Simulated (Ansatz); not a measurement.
Consider the hydrogen abstraction from the Si–H bond: `N[SiH](O)Cl` + H• → `N[Si](O)Cl`• + H₂.

Gas-phase electronic energies from Ansatz, PBE0-D4/def2-TZVP geometries. CCSD(T)/CBS adds triple-zeta CCSD(T) − MP2 to the extrapolated MP2 energy (def2 sets, frozen cores). This one scheme is used for every species, atoms too. DFT in def2-TZVPP. No spin–orbit coupling; open shells (•) take unrestricted orbitals. Each species was taken in one conformer, which may not be the lowest.

(1) Is it downhill or uphill in electronic energy at CCSD(T)/CBS, and by how much? (Best estimate.)

(2) What do these levels give: BLYP-D4, CAM-B3LYP-D4, PBE, r2SCAN, BHLYP, CAM-B3LYP? (An estimate is asked.)

Largest T1 diagnostic among the species: 0.013.

Results:

(1) The calculation gave: Downhill: ΔE = -41.2 kJ/mol.

(2) The calculation gave: BLYP-D4 -67.8, CAM-B3LYP-D4 -46.3, PBE -56.8, r2SCAN -59.1, BHLYP -43.0, CAM-B3LYP -47.1 kJ/mol.

From BLYP to BHLYP (50 % exact exchange), in def2-TZVPP and without D4, ΔE moves by +27.1 kJ/mol. At CCSD(T), def2-SVP lies +11.6 kJ/mol from the extrapolated value and def2-TZVPP +1.3 kJ/mol.
